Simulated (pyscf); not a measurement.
**O=Hf(OH)–O–SiH₃, singlet**

Gas-phase minimum from PySCF at ωB97X-D3(BJ)/def2-SVP, one conformer. 

```xyz
9

O     -2.1232     0.2761     1.9879
Hf    -2.4755    -0.0365     0.2861
O     -3.7099    -1.5448     0.0657
O     -0.8024    -0.0920    -0.7689
Si     0.8529    -0.1560    -0.8467
H     -4.1620    -2.2154     0.5826
H      1.2898    -0.2277    -2.2723
H      1.3577    -1.3621    -0.1276
H      1.4517     1.0640    -0.2283
```

Bond lengths (Å): O1–Hf2 1.766, Hf2–O3 1.961, Hf2–O4 1.979, O3–H6 0.960, O4–Si5 1.658, Si5–H7 1.493, Si5–H8 1.492, Si5–H9 1.493. Bond angles (°): O1–Hf2–O3 111.7, O1–Hf2–O4 110.5, O3–Hf2–O4 116.8, Hf2–O3–H6 140.6, Hf2–O4–Si5 150.5, O4–Si5–H7 109.8, O4–Si5–H8 110.3, O4–Si5–H9 110.4, H7–Si5–H8 108.8, H7–Si5–H9 108.5, H8–Si5–H9 109.0.

Properties at ωB97X-D3(BJ)/def2-SVP:

```
Quantity                                                                                                                                                                                                                        Result
---------------------------------------------------------------------------------------------------------------------  ---------------------------------------------------------------------------------------------------------------
Harmonic wavenumbers, unscaled                                                                                         34, 44, 55, 144, 174, 230, 402, 432, 516, 679, 746, 749, 924, 969, 975, 1006, 1032, 2246, 2250, 2258, 3980 cm⁻¹
Zero-point energy                                                                                                                                                                                                        28.4 kcal/mol
Rotational symmetry number                                                                                                                                                                                                           1
Entropy of this conformer at 298 K and 1 atm, rigid rotor and harmonic oscillator, modes under 100 cm⁻¹ raised to 100                                                                                                  385.6 J/(mol K)
Dipole moment                                                                                                                                                                                                                   4.27 D
```

Single-point totals, which compare only within one level:

```csv
level,total energy (hartree)
ωB97X-D3(BJ)/def2-TZVP,-565.97820
PBE/def2-TZVP,-565.52597
r²SCAN/def2-TZVP,-565.78213
B3LYP-D3(BJ)/def2-TZVP,-565.94676
PBE0-D3(BJ)/def2-TZVP,-565.51407
M06-2X/def2-TZVP,-565.68468
ωB97M-D3(BJ)/def2-TZVP,-565.94405
```

The lowest mode is so soft that the shape along it may change with the basis. Soft torsions are taken as harmonic, which can shift the entropy by several J/(mol K). Elements past Kr carry the def2 core potentials, without spin-orbit coupling.
